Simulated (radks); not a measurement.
The numbers below are computed, except where a source is named.
The mean radii <r> (bohr) of the occupied orbitals of an atom or ion are listed with their occupations. Level of theory: scalar-relativistic Kohn-Sham, Wu-Cohen GGA, spin-polarised, spherical densities, finite nucleus; Fermi nuclear charge, rms radius of each element as measured or else 0.836 A^(1/3) + 0.57 fm (a radial shooting solver on a logarithmic mesh with Libxc functionals).

orbital  occ.      <r>
1s up       1  0.04701
1s down     1  0.04701
2s up       1   0.2101
2s down     1   0.2101
2p up       3   0.1837
2p down     3   0.1837
3s up       1   0.6246
3s down     1   0.6244
3p up       3   0.6474
3p down     3   0.6470
3d up       5   0.7393
3d down     5   0.7345
4s up       1    2.119
4s down     1    2.097
4p up       2    2.836

Name the element and its charge. Open shells, if any, are filled with parallel spins first.

Answer. Z = 32, germanium, charge 0: Ge in [Ar] 3d10 4s2 4p2. The 1s radius gives Z: for a bare nucleus <r> = (2 gamma + 1)/(2Z) with gamma = sqrt(1 - (Z/c)^2), 0.04601 bohr for Z = 32, and screening makes it slightly larger (0.04701 here). The occupations add up to 32, and the charge is Z minus that.
